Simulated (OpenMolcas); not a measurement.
Re V: effect of the basis set

```
Program             : OpenMolcas 26.06
Method              : CASSCF
Active space        : 3 electrons in 5 orbitals (5d)
State averaging     : 2S+1 = 4 even, 10 roots; 2S+1 = 2 even, 40 roots
Spin-orbit coupling : RASSI with atomic mean-field integrals over the reference wave functions, term energies averaged over their components
```

A. ANO-R1 [7s5p4d2f], X2C, finite nucleus; cost roughly 14 core-seconds
B. ANO-RCC-VDZP [7s6p4d2f1g], DKH2, point nucleus; cost roughly 7 core-seconds
C. ANO-R2 [8s6p5d3f1g], X2C, finite nucleus; cost about 14 core-seconds
D. ANO-RCC-VTZP [8s7p5d3f2g1h], DKH2, point nucleus; cost about 19 core-seconds
E. ANO-R3 [10s7p6d4f2g1h], X2C, finite nucleus; cost roughly 17 core-seconds
F. ANO-RCC-VQZP [9s8p6d4f3g2h], DKH2, point nucleus; cost about 30 core-seconds

Energies in cm⁻¹ above 5d³ ⁴F_3/2, the measured ground level; measured values from the list in Brasseur, Gamrath and Quinet, At. Data Nucl. Data Tables 157, 101636 (2024).

| Level | A | B | C | D | E | F | Measured |
| --- | --- | --- | --- | --- | --- | --- | --- |
| 5d³ ⁴F_3/2 | 0.0 | 0.0 | 0.0 | 0.0 | 0.0 | 0.0 | 0.0 |
| 5d³ ⁴F_5/2 | 4995 | 5403 | 4648 | 4570 | 4543 | 4585 | 4853 |
| 5d³ ⁴F_7/2 | 9541 | 10158 | 8985 | 8860 | 8816 | 8876 | 8973 |
| 5d³ ⁴F_9/2 [67 %] | 13052 | 13656 | 12455 | 12323 | 12279 | 12331 | 11914 |
| 5d³ ⁴P_3/2 [51 %] | 15402 | 15435 | 15274 | 15279 | 15299 | 15267 |  |
| 5d³ ⁴P_1/2 [75 %] | 17347 | 17541 | 17075 | 17051 | 17062 | 17056 | 14325 |
| 5d³ ²G_7/2 | 21860 | 22346 | 21332 | 21252 | 21249 | 21258 | 19013 |
| 5d³ ²H_9/2 [57 %] | 22536 | 23066 | 21981 | 21894 | 21882 | 21892 | 19967 |
| 5d³ ⁴P_5/2 | 23853 | 24431 | 23227 | 23123 | 23106 | 23139 | 20922 |
| 5d³ ²P_1/2 [75 %] | 28722 | 29342 | 28039 | 27937 | 27928 | 27953 | 23669 |
| 5d³ ²H_11/2 | 30513 | 31127 | 29821 | 29725 | 29721 | 29747 | 27077 |
| 5d³ ²D_5/2(1) | 33553 | 34230 | 32791 | 32683 | 32674 | 32704 | 28739 |
| 5d³ ²G_9/2 [55 %] | 33985 | 35050 | 32928 | 32752 | 32725 | 32804 | 30366 |
| 5d³ ²P_3/2 [58 %] | 38543 | 39589 | 37458 | 37285 | 37259 | 37335 | 32766 |
| 5d³ ²F_5/2 | 40712 | 40940 | 40253 | 40236 | 40251 | 40222 | 34162 |
| 5d³ ²F_7/2 | 40958 | 41346 | 40381 | 40338 | 40346 | 40336 | 34625 |
| 5d³ ²D_3/2(2) | 61024 | 61261 | 60437 | 60444 | 60469 | 60425 |  |
| 5d³ ²D_5/2(2) | 61166 | 61576 | 60453 | 60432 | 60449 | 60423 | 52467 |

Deviations, from unrounded energies. A percentage is the sum of absolute deviations over the sum of measured energies, with the sign that they share, or ± where signs differ.

| Against measurement | Levels | A | B | C | D | E | F |
| --- | --- | --- | --- | --- | --- | --- | --- |
| mean absolute deviation (cm-1) | 15 | 3800 | 4400 | 3200 | 3200 | 3200 | 3200 |
| fine structure of the ground term (%) | 3 | +7.2 | +13.5 | ±2.9 | ±3.1 | ±3.2 | ±3.0 |
| other terms of the ground configuration (%) | 12 | +16.5 | +18.5 | +14.1 | +13.8 | +13.8 | +13.8 |

C, D, E, F lie about equally close to measurement and B furthest from it. The largest miss of E in the table is 5d³ ²D_5/2(2), by +8000 cm-1. The ranking rests on the paired levels alone, and a cruder setting can come out closer through cancelling errors.

Among A to F the level of the table that moves most is 5d³ ²P_3/2 [58 %], by 2300 cm-1 (lowest in E, highest in B).

Without dynamic correlation excited terms often stand tens of per cent too high (terms of higher spin than the ground term too low), and those without a measured partner can miss by more than the paired ones. The basis is small and was not contracted for so high a charge (holds for A; B). Measured partners are found by configuration, term and J. A level has none where our copy of the source lacks it or the pairing is in doubt (some pairs that miss far off the trend of their configuration count as doubtful), and it then counts in no deviation. Only configurations of the active space appear. Levels that lie high or do not pair safely by name in every column are left out.

A share in square brackets marks a mixed level and gives the weight of the term that names it, the lowest over the columns. A number in round brackets counts repeated terms of one configuration in the order of the reference energies.
